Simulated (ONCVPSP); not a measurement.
**What one change does to a pseudopotential (strontium, ONCV)**

strontium, optimised norm-conserving Vanderbilt (ONCV), made with ONCVPSP 4.0.1 (BLYP, scalar-relativistic). Core [Ar] 3d10, reference 4s2 4p6 5s2. Waves: 4s+5s: rc 2.20 bohr, ncon 4, nbas 7, qcut 5.3 1/bohr, 2 projectors; 4p: rc 2.15 bohr, ncon 4, nbas 8, qcut 8.2 1/bohr, 2 projectors, debl 0.3 Ha; d scattering state at 0.05 Ha: rc 2.15 bohr, ncon 4, nbas 7, qcut 4.6 1/bohr, local. Local part: the d channel. Core correction: none.

In the p channel the program set the typed energies aside and used -0.828, 0.250 Ha.

Change: p: debl 3.35.

Cutoffs: the cutoffs (Ha) at which the residual kinetic energy of the hardest occupied pseudo-wave falls to 1 and 0.1 mHa per electron; they do not see the model core or the augmentation charge, which bear on the density cutoff. Errors are all-electron minus pseudo energies relative to the spin-unpolarised reference configuration.

Problem. How do hardness, ghosts and transferability respond?

Solution. The potential gets neither clearly harder nor softer (13 Ha and 19 Ha → 13 Ha and 19 Ha); of the 4 tests that both files solve, the error grows in 1 and shrinks in 0 by more than 15 % and 0.3 meV (median size 0.3 → 1.1 meV); the range in which the p phases agree widens (upper end 1.2 → at the end of the scan); neither file shows a bound ghost.

```tsv
quantity	base	changed
cutoff, loose	13 Ha	13 Ha
cutoff, tight	19 Ha	19 Ha
bound ghosts	none	none
GHOST(+) flags under 300 eV	s at 221.8 eV	s at 221.8 eV
error for 4s2 4p6 5s1, meV [ΔE 5.81 eV]	-0.5	-0.5
error for 4s2 4p6 5s0, meV [ΔE 16.93 eV]	-1.6	-1.8
error for 4s2 4p6 5s1.5, meV [ΔE 2.28 eV]	-0.2	-0.2
error for 4s2 4p6 5s0 5p1, meV [ΔE 8.84 eV]	+0.1	-11
s: phases at 2.23 bohr within 0.05 rad from the reference energy up to (Ha; the scan ends near 5)	4.8	4.8
p: phases at 2.18 bohr within 0.05 rad from the reference energy up to (Ha; the scan ends near 5)	1.2	to the end of the scan
d: phases at 2.18 bohr within 0.05 rad from the reference energy up to (Ha; the scan ends near 5)	2.2	2.2
```
